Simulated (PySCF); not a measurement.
C₂H₄N₃, charge +1, singlet, at a GFN2-xTB geometry; PySCF with PBE0/STO-3G.

Input for PySCF:
```python
from pyscf import gto, scf, dft

mol = gto.M(
    atom='''
C    -0.724390   -0.872889   -0.091291
N     0.557627   -1.037052   -0.152594
N     1.090456    0.169740   -0.011798
C     0.151676    1.090370    0.137475
N    -1.016741    0.448475    0.090126
H    -1.444037   -1.664184   -0.172088
H     2.100373    0.283806   -0.028351
H     0.299700    2.146388    0.270583
H    -1.939149    0.860963    0.172623
''',
    basis='sto-3g',
    charge=1,
    spin=0,
    verbose=4,
)

mf = dft.RKS(mol)
mf.xc = 'pbe0'
mf.grids.radi_method = dft.radi.gauss_chebyshev
mf.kernel()
```

Task: Predict the main parts of the log of this PySCF run.

Result: 
```
PySCF version 2.14.0

[INPUT] verbose = 4
[INPUT] num. atoms = 9
[INPUT] num. electrons = 36
[INPUT] charge = 1
[INPUT] spin (= nelec alpha-beta = 2S) = 0
[INPUT] symmetry False subgroup None
[INPUT] Mole.unit = angstrom
[INPUT] Symbol           X                Y                Z      unit          X                Y                Z       unit  Magmom
[INPUT]  1 C     -0.724390000000  -0.872889000000  -0.091291000000 AA   -1.368898707374  -1.649521147145  -0.172514987638 Bohr   0.0
[INPUT]  2 N      0.557627000000  -1.037052000000  -0.152594000000 AA    1.053762309663  -1.959744256932  -0.288360868252 Bohr   0.0
[INPUT]  3 N      1.090456000000   0.169740000000  -0.011798000000 AA    2.060663190889   0.320762112384  -0.022294988818 Bohr   0.0
[INPUT]  4 C      0.151676000000   1.090370000000   0.137475000000 AA    0.286626099670   2.060500674442   0.259790098975 Bohr   0.0
[INPUT]  5 N     -1.016741000000   0.448475000000   0.090126000000 AA   -1.921362029616   0.847494923714   0.170313456703 Bohr   0.0
[INPUT]  6 H     -1.444037000000  -1.664184000000  -0.172088000000 AA   -2.728834443739  -3.144851980883  -0.325199189324 Bohr   0.0
[INPUT]  7 H      2.100373000000   0.283806000000  -0.028351000000 AA    3.969129729431   0.536315612508  -0.053575625358 Bohr   0.0
[INPUT]  8 H      0.299700000000   2.146388000000   0.270583000000 AA    0.566350919532   4.056085477053   0.511327763963 Bohr   0.0
[INPUT]  9 H     -1.939149000000   0.860963000000   0.172623000000 AA   -3.664460524724   1.626984273384   0.326210192801 Bohr   0.0

nuclear repulsion = 176.487271866163
number of shells = 19
number of NR pGTOs = 87
number of NR cGTOs = 29
basis = sto-3g
ecp = {}

******** <class 'pyscf.dft.rks.RKS'> ********
method = RKS
initial guess = minao
damping factor = 0
level_shift factor = 0
DIIS = <class 'pyscf.scf.diis.CDIIS'>
diis_start_cycle = 1
diis_space = 8
diis_damp = 0
SCF conv_tol = 1e-09
SCF conv_tol_grad = None
SCF max_cycles = 50
direct_scf = True
direct_scf_tol = 1e-13
XC library pyscf.dft.libxc version 7.1.2
    S. Lehtola, C. Steigemann, M. J. T. Oliveira, and M. A. L. Marques,  SoftwareX 7, 1–5 (2018)
XC functionals = pbe0
    C. Adamo and V. Barone,  J. Chem. Phys. 110, 6158 (1999)
    M. Ernzerhof and G. E. Scuseria,  J. Chem. Phys. 110, 5029 (1999)
radial grids: Gauss-Chebyshev [JCP 108, 3226 (1998); DOI:10.1063/1.475719) radial grids
becke partition: Becke, JCP 88, 2547 (1988); DOI:10.1063/1.454033
pruning grids: <function nwchem_prune>
grids dens level: 3
symmetrized grids: False
atomic radii adjust function: <function treutler_atomic_radii_adjust>
small_rho_cutoff = 0
Set gradient conv threshold to 3.16228e-05
Initial guess from minao.
tot grids = 106872
init E= -240.920956552297
  HOMO = -0.243542029591059  LUMO = 0.0410180341847767  gap/eV = 7.74327
cycle= 1 E= -239.234925391603  delta_E= 1.69  |g|= 0.369  |ddm|= 4.36
  HOMO = -0.389844032170174  LUMO = -0.23661935734985  gap/eV = 4.16946
cycle= 2 E= -239.192533552469  delta_E= 0.0424  |g|= 0.54  |ddm|=  1.2
  HOMO = -0.489372717040002  LUMO = -0.191798371648019  gap/eV = 8.09741
cycle= 3 E= -239.281666555615  delta_E= -0.0891  |g|= 0.0326  |ddm|= 0.725
  HOMO = -0.482017270054381  LUMO = -0.185895641145106  gap/eV = 8.05788
cycle= 4 E= -239.281742323488  delta_E= -7.58e-05  |g|= 0.0304  |ddm|= 0.0797
  HOMO = -0.483568268374828  LUMO = -0.186146502608846  gap/eV = 8.09326
cycle= 5 E= -239.282008803173  delta_E= -0.000266  |g|= 0.00361  |ddm|= 0.0396
  HOMO = -0.484754292384591  LUMO = -0.186603567775989  gap/eV = 8.11309
cycle= 6 E= -239.282012903552  delta_E= -4.1e-06  |g|= 0.00104  |ddm|= 0.00593
  HOMO = -0.484796184778816  LUMO = -0.186674818061285  gap/eV = 8.11230
cycle= 7 E= -239.282013197033  delta_E= -2.93e-07  |g|= 0.000237  |ddm|= 0.0015
  HOMO = -0.484763184550034  LUMO = -0.186622664139419  gap/eV = 8.11282
cycle= 8 E= -239.282013217017  delta_E= -2e-08  |g|= 3.39e-05  |ddm|= 0.000384
  HOMO = -0.484770165743472  LUMO = -0.186624382638851  gap/eV = 8.11296
cycle= 9 E= -239.282013217348  delta_E= -3.31e-10  |g|= 3.17e-06  |ddm|= 4.83e-05
  HOMO = -0.484770595652306  LUMO = -0.186624802952629  gap/eV = 8.11296
Extra cycle  E= -239.282013217347  delta_E= 9.66e-13  |g|= 3.51e-06  |ddm|= 8.26e-06
converged SCF energy = -239.282013217347
```
